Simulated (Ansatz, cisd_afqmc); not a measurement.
Species: CH2ClF, charge 0, singlet. CH2ClF (SMILES FCCl).
B3LYP-D3(BJ)/def2-TZVP minimum from Ansatz (a quantum-chemistry and plane-wave program):
```xyz
5

F     -1.3558     0.7711    -0.0633
C     -0.6911    -0.4140     0.0650
Cl     1.0724    -0.1496    -0.0054
H     -0.9215    -0.8485     1.0343
H     -0.9607    -1.0650    -0.7626
```
Charge 0, spin multiplicity 1.

Total energies in cc-pV(D+d)Z, 20 correlated electrons, 7 frozen orbitals. Open shells are spin-unrestricted; no spin-orbit coupling. Cores are frozen in correlated methods. No relativity. AFQMC/CISD: phaseless, guided by CISD from CCSD amplitudes; bars are statistical, one sigma. Outlying blocks are dropped, and bars are widened where a walk drifts. Over all cases where full CI ran beside it in this data, AFQMC minus full CI had a median of +0.1 mEh and passed +0.4 mEh in a tenth of the cases.

```
method         program         energy (Eh)  minus CCSDT(Q) (mEh)
----------  ----------  ------------------  --------------------
HF              Ansatz          -597.96918                506.40
MP2             Ansatz          -598.43467                 40.92
CCSD            Ansatz          -598.46293                 12.65
CCSD(T)         Ansatz          -598.47396                  1.63
CCSDT(Q)        Ansatz          -598.47559                  0.00
AFQMC/CISD  cisd_afqmc  -598.4748 ± 0.0004             0.8 ± 0.4
```

Rough core times of Ansatz's runs on a shared machine: CCSD(T) under 20 s, CCSDT(Q) 50 s.
